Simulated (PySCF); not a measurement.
PySCF 2.14 output of an unrestricted PBE0 calculation on a single atom or ion in aug-cc-pVTZ-PP with one added diffuse shell each of d, f type with ECP28MDF (6s5p5d3f, 67 functions), with scalar relativity through the core potential:

```
SCF conv_tol = 1e-09
number electrons alpha = 13  beta = 11
    C. Adamo and V. Barone.,  J. Chem. Phys. 110, 6158 (1999)
    M. Ernzerhof and G. E. Scuseria.,  J. Chem. Phys. 110, 5029 (1999)
cycle= 1 E= -295.309789365283  delta_E= -0.00625  |g|= 0.0132  |ddm|= 0.316
cycle= 2 E= -295.309907968246  delta_E= -0.000119  |g|= 0.0021  |ddm|= 0.0349
cycle= 3 E= -295.309912367416  delta_E= -4.4e-06  |g|= 0.000404  |ddm|= 0.00547
cycle= 4 E= -295.309912530013  delta_E= -1.63e-07  |g|= 0.000125  |ddm|= 0.00124
cycle= 5 E= -295.309912534088  delta_E= -4.08e-09  |g|= 1.12e-05  |ddm|= 0.000212
cycle= 6 E= -295.309912534136  delta_E= -4.81e-11  |g|= 3.37e-07  |ddm|= 3.25e-05
converged SCF energy = -295.309912534136  <S^2> = 2.0038033  2S+1 = 3.0025345
```

The run itself started from symmetry-adapted Hartree-Fock orbitals and held the occupation by maximum overlap, on a logarithmic radial grid, so the iterations belong to that start.

Problem. Which element, charge and spin multiplicity is this?

Solution. I⁺ (iodine, charge +1), multiplicity 3; the state was [Kr] 4d10 5s2 5p4, high-spin 3P determinant.

Energies and moments cover only the electrons outside the core potential.
